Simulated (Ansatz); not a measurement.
Dimethylamine + `BC=O` → `CBC=O` + CH₃NH₂ at 298.15 K and 1 bar (formal exchange of groups at a C–N bond).

Isolated molecules relaxed with PBE0-D4/def2-TZVP in Ansatz; ΔE leaves out vibrations. CBS: MP2 limit from def2 TZ/QZ plus the TZ coupled-cluster correction, frozen cores. Each species was taken in one conformer, which may not be the lowest.

```tsv
species	CCSD(T)/CBS energy (Eh)	H − E (kJ/mol)	S (J/(mol·K))
`CNC`	-135.00321	256.9	271.4
`BC=O`	-139.76288	113.5	267.8
`CBC=O`	-179.04425	191.6	312.0
CH₃NH₂	-95.75281	180.0	240.4
```

H − E and S are ideal-gas, rigid-rotor, harmonic terms from PBE0-D4/def2-TZVP, for one conformer and one mirror image of each species. 1 Eh = 2625.50 kJ/mol, R = 8.31446 J/(mol·K).

Problem. By hand: ΔE, ΔH, ΔS and ΔG.

Solution. ΔE = (-179.04425) + (-95.75281) − (-135.00321) − (-139.76288) = -0.03097 Eh = -81.3 kJ/mol. Δ(H − E) = 191.6 + 180.0 − 256.9 − 113.5 = 1.2, so ΔH = -80.1 kJ/mol. ΔS = 312.0 + 240.4 − 271.4 − 267.8 = 13.2 J/(mol·K). ΔG = -80.1 − 298.15 × (13.2)/1000 = -84.0 kJ/mol.

Problem. By hand: the equilibrium constant, and the temperature at which ΔG would vanish if ΔH and ΔS stayed fixed.

Solution. log₁₀ K = −ΔG/(RT ln 10) = 14.7. ΔH and −TΔS have one sign here, so there is no such temperature.

The number of gas molecules stays the same, so ΔS is small and ΔH decides. A doubt of 5 kJ/mol in ΔE shifts log₁₀ K by 0.9 here. Other conformers and mirror images would add mixing entropy, several J/(mol·K) or more a flexible species. These are equilibria of isolated gas molecules and say nothing of rates. Largest T1 diagnostic: 0.021 (customary marks: 0.02 for closed shells, 0.045 for open ones).
